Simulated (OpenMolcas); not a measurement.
# SnH3OF (SMILES [OH][SnH2][F]): name the method

The species is SnH3OF (6 atoms), meant as a singlet with charge 0. SMILES: `[OH][SnH2][F]`. The shape is that of a PBE0-D4/def2-TZVP optimisation. This is one conformer, not always the lowest.

| atom | x (Å) | y (Å) | z (Å) |
| --- | --- | --- | --- |
| O | -1.4144 | -0.3330 | -0.4250 |
| Sn | 0.3023 | 0.2559 | 0.2837 |
| F | 1.4091 | -1.3151 | 0.3021 |
| H | -1.3686 | -0.6857 | -1.3167 |
| H | 1.0961 | 1.3171 | -0.7821 |
| H | 0.0175 | 0.6967 | 1.8919 |

Orbital energies and the dipole are those of the mean-field step.

A calculation with OpenMolcas 26.06 gave:

```
total energy  : -389.7929 Eh
dipole moment : 2.75 D
HOMO energy   : -12.72 eV
LUMO energy   : 2.93 eV
HOMO–LUMO gap : 15.65 eV
```

Which of these levels gave the numbers?
A. N12/def2-SVP (Cholesky decomposition, core potential, PCM methanol)
B. MP2/def2-SVPD (core potential)
C. HF/def2-SVP (core potential)
D. CCSD(T)/def2-SVP (core potential)

D. The others give -391.5297 Eh (N12/def2-SVP (Cholesky decomposition, core potential, PCM methanol)), -389.2685 Eh (HF/def2-SVP (core potential)), -389.8214 Eh (MP2/def2-SVPD (core potential)).
